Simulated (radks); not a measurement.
Values are calculated unless marked as measured or tabulated.
Q: Mean orbital radii <r> (bohr) of the mercury ion Hg+, [Xe] 4f14 5d10 6s1, of relativity; Dirac values are averaged over j with weights 2j + 1. Spin-unpolarised spherical Kohn-Sham, BLYP, point nucleus unless stated (finite: rms radius 5.4648 fm), a radial shooting solver on a logarithmic mesh with Libxc functionals. A level marked "c x" has the speed of light scaled by that factor.

| shell | non-rel. |
|---|---|
| 2p | 0.06730 |
| 3s | 0.2008 |
| 3p | 0.1912 |
| 3d | 0.1669 |
| 4s | 0.4412 |
| 4p | 0.4448 |
| 4d | 0.4515 |
| 4f | 0.4715 |
| 5s | 1.000 |
| 5p | 1.084 |
| 5d | 1.445 |
| 6s | 2.854 |

Give the values at the level "Dirac, c x 2".

A: 
shell  Dirac, c x 2  change of magnitude (%)
2p          0.06619                    -1.64
3s           0.1960                    -2.43
3p           0.1888                    -1.29
3d           0.1664                    -0.30
4s           0.4313                    -2.25
4p           0.4398                    -1.14
4d           0.4508                    -0.15
4f           0.4741                    +0.55
5s           0.9769                    -2.31
5p            1.072                    -1.06
5d            1.452                    +0.49
6s            2.778                    -2.67
